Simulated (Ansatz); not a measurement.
Ideal-gas functions of BFGeH4O, SMILES `FB[O][GeH3]` at 298.15 K and 1 bar, from an Ansatz frequency run at PBE0-D4/def2-TZVP.

Molar mass 122.45 g/mol, point group Cs (symmetry number 1), electronic degeneracy 1, moments of inertia 13.938, 298.494, 305.927 u Å². Harmonic wavenumbers (cm⁻¹, unscaled): 63, 117, 162, 376, 634, 644, 753, 859, 869, 876, 925, 1107, 1209, 1451, 2174, 2192, 2194, 2601.

Use S(trans) = R[1.5 ln M + 2.5 ln T − 1.1517]; rotational temperatures θ = 24.2544 K / I; S(rot) = R[ln(√π/σ · √(T³/θAθBθC)) + 1.5]; for each mode x = 1.438777 ν̃/T, S = R[x/(eˣ − 1) − ln(1 − e⁻ˣ)] and H = RT x/(eˣ − 1); 1 cm⁻¹ = 0.0119627 kJ/mol; R = 8.31446 J/(mol·K).

Question: By hand: the entropy, in J/(mol·K).

Answer: Translation 168.8. Rotation: θ = 1.7402, 0.0813, 0.0793 K, giving 107.0. Vibration, mode by mode: 18.25, 13.18, 10.57, 4.42, 1.65, 1.59, 1.04, 0.69, 0.66, 0.64, 0.53, 0.25, 0.17, 0.06, 0.00, 0.00, 0.00, 0.00, in all 53.7. Electronic 0.0. Sum 329.5 J/(mol·K).

Question: By hand: H − E and G − E in kJ/mol, counted from the electronic energy.

Answer: Zero-point energy ½ × 19206 × 0.0119627 = 114.9; thermal vibration 8.2; translation, rotation and pV give 4 RT = 9.9. H − E = 133.0 kJ/mol, and G − E = 133.0 − 298.15 × 329.5/1000 = 34.8 kJ/mol.

Vibration gives 16 % of the entropy, 31.4 J/(mol·K) of it from the modes under 150 cm⁻¹: soft modes count most, and the harmonic formula is weakest for them. The sum counts one conformer and one mirror image; others add a mixing term.
